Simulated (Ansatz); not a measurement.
CHF₂ (SMILES F[CH]F), doublet, at a GFN2-xTB geometry. Base run: Ansatz (a first-principles code) with CAM-B3LYP/cc-pVDZ.

Geometry (Å):
```xyz
4

C      0.0640    -0.0005     0.5004
F     -0.0807     1.0957    -0.2311
F     -0.0603    -1.0959    -0.2361
H      0.8850     0.0055     1.2027
```
Charge 0, spin multiplicity 2.
Orbitals are unrestricted.
All else is at Ansatz's defaults.
Base energy -238.25620 Eh.

Variants of this job, named by their change:

```
change                                                           ΔE vs base (mEh)
---------------------------------------------------------------  ----------------
base                                                                        0.000
final_grid = 10, 20, 41                                                     0.000
forces = on                                                                 0.000
point_charge = charge:-1.0 position_ang:3.2268, -2.1646, 2.3697            -9.345
final_grid = 14, 28, 59                                                     0.000
lower_state_search = full                                                   0.000
point_charge = charge:0.5 position_ang:-2.5934, -3.2009, 0.4459            -2.472
accuracy = high                                                             0.000
fitting.mean_field = cc-pVTZ-JKFIT                                         -0.045
fitting.mean_field = def2-universal-JKFIT                                  -0.034
final_grid = 6, 12, 29                                                      0.004
```
